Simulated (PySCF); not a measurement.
SMILES F[Si](N[SiH2]N)(F)F (H5F3N2Si2), CAM-B3LYP/def2-SVP optimised geometry.

```
12

Si     1.35     0.93     0.03
F      1.03     1.94     1.24
F      1.30     1.84    -1.28
F      2.85     0.41     0.20
N      0.29    -0.38     0.00
Si    -1.46    -0.38     0.00
N     -2.07    -1.30     1.32
H      0.75    -1.29     0.03
H     -2.02    -1.03    -1.21
H     -1.79     1.07     0.00
H     -1.92    -1.05     2.29
H     -2.85    -1.94     1.20
```

Density from CAM-B3LYP/def2-TZVP run with PySCF at that geometry.

Minimum of the electron density along straight lines between bonded atoms, close to the bond critical point (lines longer than 1.1 times the sum of covalent radii, or with two minima, are not listed):

```tsv
bond	length / Å	ρ at the minimum / e bohr⁻³	∇²ρ there / e bohr⁻⁵	position (fraction from the first atom)
Si1–F2	1.599	0.141	0.96	0.42
Si1–F3	1.599	0.142	0.97	0.42
Si1–F4	1.599	0.141	0.97	0.42
Si1–N5	1.686	0.148	0.60	0.41
N5–Si6	1.752	0.124	0.48	0.60
Si6–N7	1.714	0.135	0.56	0.40
N5–H8	1.018	0.324	-1.56	0.74
Si6–H9	1.486	0.124	0.13	0.49
Si6–H10	1.489	0.124	0.13	0.49
N7–H11	1.013	0.331	-1.63	0.74
N7–H12	1.013	0.331	-1.63	0.74
```
